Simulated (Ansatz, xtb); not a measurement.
## Relaxing a trial structure of C2H2OSi−

The starting geometry of this gas-phase doublet was built from a drawn formula by distance geometry and a force field; its bonds are those of `[C]#[Si-]([CH2+])[O-]`.

```yaml
atoms:
  - { symbol: C, position_ang: [-2.2973, -2.1257, -1.0484] }
  - { symbol: C, position_ang: [-0.2944, 0.0758, -1.6542] }
  - { symbol: O, position_ang: [0.1251, -2.1835, 0.4693] }
  - { symbol: Si, position_ang: [-0.8853, -1.5163, -0.7518] }
  - { symbol: H, position_ang: [-0.3910, 0.9804, -1.1357] }
  - { symbol: H, position_ang: [0.1336, -0.0558, -2.5749] }
```

Problem. Where would you expect an optimisation with r2SCAN-D4/def2-SVPD to take it?

Solution. It rearranges to `[O-][Si]1=[C]C1`. Contacts that close: C1–C2 (3.04 → 1.53 Å).

The energy falls by 3.03 eV over 19 steps:

| step | E − E(last) (eV) |
| --- | --- |
| 1 | 3.025 |
| 3 | 1.443 |
| 5 | 1.235 |
| 7 | 1.103 |
| 9 | 0.832 |
| 11 | 0.396 |
| 13 | 0.157 |
| 15 | 0.010 |
| 17 | 0.000 |
| 19 | 0.000 |

Final geometry (Å):

```yaml
atoms:
  - { symbol: C, position_ang: [-1.8246, -1.1736, -1.4169] }
  - { symbol: C, position_ang: [-0.6756, -0.1993, -1.6575] }
  - { symbol: O, position_ang: [0.3316, -2.4036, 0.6814] }
  - { symbol: Si, position_ang: [-0.5776, -1.6765, -0.3752] }
  - { symbol: H, position_ang: [-0.7548, 0.8575, -1.3108] }
  - { symbol: H, position_ang: [-0.1081, -0.2297, -2.6167] }
```

From the same start GFN2-xTB ends elsewhere, differing in C2–Si4 (2.86 against 1.96 Å here).

The end wasn't checked by frequencies. Open shells are spin-unrestricted. Run with Ansatz 0.2.0, 2.2 min on 2 threads of Intel(R) Xeon(R) 6975P-C (Granite Rapids) (shared host).
